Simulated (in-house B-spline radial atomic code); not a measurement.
Configurations of Cs⁴⁺, with energies counted from [Kr] 4d10 5s2 5p3. Method: scalar-relativistic (X2C) LC-wPBE, spin-polarised, spherical fractional occupations, exact exchange averaged over the configuration, Fermi nucleus of rms radius 4.8041 fm. Calculated with an all-electron radial atomic-structure program (B-spline basis). Shells without spins written out take the highest spin.

Occupations are held fixed; configurations that lie above the ionisation limit could autoionise.

```
                     configuration  E - E(ref) (eV)  highest orbital  its <r> (bohr)
                 [Kr] 4d10 5s1 5p4           15.146          5p down           1.853
             [Kr] 4d10 5s2 5p2 6s1           26.173            6s up           3.294
             [Kr] 4d10 5s1 5p3 5f1           49.904            5f up           3.859
[Ar] 3d10 4s2 4p5 4d10 5s2 5p3 5d1           176.44            5d up           2.246
 [Ar] 3d9 4s2 4p6 4d10 5s2 5p3 6p1           750.38            6p up           3.649
```

(1) Order these further configurations by energy, lowest first.
A. [Ar] 3d9 4s2 4p6 4d10 5s2 5p3 5f1
B. [Ar] 3d10 4s2 4p5 4d10 5s2 5p3 6s1
C. [Kr] 4d10 5s1 5p3 5d1
D. [Ar] 3d9 4s2 4p6 4d10 5s2 5p4
E. [Ar] 3d10 4s2 4p5 4d10 4f1 5s2 5p3

(2) How far above the reference does [Kr] 4d10 5s2 5p2 5d1 lie?

Answers

(1) C (31.363 eV), E (173.46 eV), B (183.26 eV), D (719.66 eV), A (757.14 eV).

(2) 20.545 eV; its least bound orbital is 5d up with <r> = 2.341 bohr.
